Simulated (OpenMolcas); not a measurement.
**OpenMolcas input wanted**

The species is InN2H4 (7 atoms), meant as a quartet with charge 0. SMILES of the parent species: `[NH2][In][NH2]`. The shape comes from GFN2-xTB, which is rough for such elements, and wasn't checked as a minimum. This is one conformer, not always the lowest. That shape belongs to the parent species and isn't relaxed for this state.

```
atom    x (Å)    y (Å)    z (Å)
   N  -1.5891   0.5452  -0.4622
  In  -0.3604  -0.4380   1.0535
   N   1.6668  -0.4538   0.2388
   H  -2.5948   0.4805  -0.3288
   H  -1.3995   0.0713  -1.3427
   H   2.4042  -0.7045   0.8927
   H   1.8729   0.4992  -0.0513
```

Settings wanted:

* method: CCSD(T)
* reference: ROHF
* relativity: none
* symmetry: none
* basis set: LANL2DZ
* task: energy
* frozen core orbitals: 2
* nucleus: point

**Question.** Give an OpenMolcas 26.06 job that does this.

**Answer.** One that was run (others would do as well):

input.xyz:
```
7

N     -1.589070     0.545230    -0.462220
In    -0.360410    -0.437980     1.053550
N      1.666770    -0.453800     0.238780
H     -2.594820     0.480500    -0.328850
H     -1.399520     0.071270    -1.342680
H      2.404170    -0.704450     0.892740
H      1.872890     0.499240    -0.051330
```

test.inp:
```
&gateway
 coord=input.xyz
 basis=LANL2DZ
 group=NoSym

&seward

&scf
 uhf
 spin=4
 prorbitals=1 2

&rasscf
 fileorb=$Project.UnaOrb
 spin=4
 nactel=3 0 0
 inactive=9
 ras2=3
 outorbitals=Canonical
 orblisting=Nothing

&motra
 jobiph
 frozen=2

&ccsdt
 cct
 triples=3
 iterations=50
 extrapolation=5 4
```

```bash
$ export MOLCAS_MEM=1860
$ pymolcas test.inp > test.log
```

Calculated total energy: -113.11530 Eh. Without diffuse functions such a state is poorly described.
